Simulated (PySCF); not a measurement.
Gas-phase equilibrium of 1 mol GeF4, 22 mol H2 at 2000 K and 0.133 bar, among 16 species (GeH4, Ge2H6, F2, GeF2, GeF3, F, H, GeH3F, GeHF3, HF, H2, Ge3H8, GeH3, GeH2F2, GeH2, GeF4). Only gases are allowed; each row takes one source of thermochemistry for all species, and Cantera finds the minimum.

Energies from PySCF, thermal terms from the rigid-rotor harmonic-oscillator model, ideal gas at 1 bar. † marks an energy on the PBE0/def2-TZVP geometry and frequencies; other levels use their own. CCSD(T) freezes the core. Open shells (unrestricted) among the columns below: F (multiplicity 2, electronic degeneracy 6), H (multiplicity 2), GeH3 (multiplicity 2); the rest are closed-shell singlets. Spin-orbit splitting is ignored; it lowers the true energy and changes the entropy of F. B3LYP is the form with VWN-RPA correlation. Ge: all electrons, no relativistic terms. GeH3, GeH2: computed as isolated molecules; such fragments, hydroxides, amides, oligomers or adducts are transient or little studied in the gas. CCSD(T) isn't extrapolated to the basis-set limit. The harmonic model lacks anharmonicity and excited electronic states, which grow with temperature; levels with a mode under 35 cm⁻¹ are left out.

Molecules larger than those listed are left out, and so are free Ge atoms, whose spin-orbit terms are large. Also missing: (HF)n, which can matter at low temperature or high pressure. Table species left out: H2F2, H3F3, H4F4.

Mole fractions:

```json
[
 {"thermochemistry": "B3LYP/def2-TZVP†", "x H2": "0.87", "x HF": "0.083", "x GeF2": "0.042", "x H": "0.0041", "x GeH2": "1.6e-5", "x F": "5.6e-7", "x GeH3": "2.4e-8"},
 {"thermochemistry": "CCSD(T)/def2-SVP†", "x H2": "0.87", "x HF": "0.083", "x GeF2": "0.041", "x H": "0.0093", "x GeH2": "0.00011", "x F": "1.9e-6", "x GeH3": "4.6e-7"},
 {"thermochemistry": "M06-2X/def2-TZVP†", "x H2": "0.87", "x HF": "0.083", "x GeF2": "0.042", "x H": "0.0052", "x GeH2": "8.1e-6", "x F": "3.6e-7", "x GeH3": "3.0e-8"},
 {"thermochemistry": "PBE0/def2-SVP†", "x H2": "0.86", "x HF": "0.083", "x GeF2": "0.041", "x H": "0.011", "x GeH2": "5.0e-5", "x F": "8.9e-7", "x GeH3": "3.7e-7"},
 {"thermochemistry": "PBE0/def2-TZVP", "x H2": "0.87", "x HF": "0.083", "x GeF2": "0.041", "x H": "0.0084", "x GeH2": "5.7e-5", "x F": "4.7e-7", "x GeH3": "3.1e-7"},
 {"thermochemistry": "ωB97X-V/def2-TZVP†", "x H2": "0.87", "x HF": "0.083", "x GeF2": "0.042", "x H": "0.0056", "x GeH2": "1.7e-5", "x F": "4.6e-7", "x GeH3": "5.2e-8"}
]
```
The most sensitive of these is GeH3: it spans a factor of 10^1.3 over these rows; at this temperature one factor of ten is RT ln 10 = 38 kJ/mol.
